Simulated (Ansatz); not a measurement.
`C[SiH](F)B[SiH3]` + `[SiH3]S` → `[SiH3]BS[SiH3]` + `C[SiH2]F` at 700 K and 1 bar (cleavage of the B–Si bond).

Calculated with Ansatz (gas phase, PBE0-D4/def2-TZVP geometries, no zero-point term in ΔE). CBS: MP2 limit from def2 TZ/QZ plus the TZ coupled-cluster correction, frozen cores. One conformer a species, not always the lowest.

```tsv
species	CCSD(T)/CBS energy (Eh)	H − E (kJ/mol)	S (J/(mol·K))
`C[SiH](F)B[SiH3]`	-745.64129	322.6	549.2
`[SiH3]S`	-689.27336	135.5	340.5
`[SiH3]BS[SiH3]`	-1004.95639	255.7	501.8
`C[SiH2]F`	-430.00374	203.1	369.0
```

H − E and S are ideal-gas, rigid-rotor, harmonic terms from PBE0-D4/def2-TZVP, for one conformer and one mirror image of each species. 1 Eh = 2625.50 kJ/mol, R = 8.31446 J/(mol·K).

Task: By hand: ΔE, ΔH, ΔS and ΔG.

Result: ΔE = (-1004.95639) + (-430.00374) − (-745.64129) − (-689.27336) = -0.04548 Eh = -119.4 kJ/mol. Δ(H − E) = 255.7 + 203.1 − 322.6 − 135.5 = 0.7, so ΔH = -118.7 kJ/mol. ΔS = 501.8 + 369.0 − 549.2 − 340.5 = -18.9 J/(mol·K). ΔG = -118.7 − 700 × (-18.9)/1000 = -105.5 kJ/mol.

Task: By hand: the equilibrium constant, and the temperature at which ΔG would vanish if ΔH and ΔS stayed fixed.

Result: log₁₀ K = −ΔG/(RT ln 10) = 7.9. ΔG = 0 at ΔH/ΔS = 6280 K, far beyond where these terms or the molecules hold.

ΔH outweighs TΔS. A doubt of 5 kJ/mol in ΔE shifts log₁₀ K by 0.4 here. Other conformers and mirror images would add mixing entropy, several J/(mol·K) or more a flexible species. Modes under 60 cm⁻¹, often nearly free rotors, make the harmonic entropy too high. These are equilibria of isolated gas molecules and say nothing of rates. Largest T1 diagnostic: 0.015 (customary marks: 0.02 for closed shells, 0.045 for open ones).
